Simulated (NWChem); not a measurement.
System: ZnN₂H₄; SMILES [NH2][Zn][NH2]

The following NWChem deck was run.

```
start job
memory heap 200 mb stack 900 mb global 1100 mb
geometry units angstroms noautosym nocenter noautoz
  Zn    -0.185825     0.000827    -0.002137
  N     -0.325169    -1.822912    -0.061991
  H     -0.642248    -2.246287     0.820695
  H      0.548912    -2.307587    -0.304513
  N     -0.328044     1.824540     0.052962
  H     -0.566511     2.253274    -0.851681
  H      0.522583     2.306236     0.372918
end
basis spherical
  * library 6-31g*
end
dft
  xc pbe0
  iterations 150
end
property
  efieldgrad
end
task dft property
```

The geometry was optimised at PBE-D3(BJ)/def2-SVP.

Vzz is the largest principal value of the second derivative of the potential at the nucleus (NWChem prints the opposite sign); η is the asymmetry. Non-relativistic.

Atoms are numbered as in the input.

Give the results of this calculation. (PBE0/6-31G* (spherical d).) Quantities: Vzz Zn1 (a.u.); η Zn1; Vzz N5 (a.u.); η N5.


```yaml
Vzz Zn1 (a.u.): -1.446
"η Zn1": 0.03
Vzz N5 (a.u.): -0.679
"η N5": 0.52
```
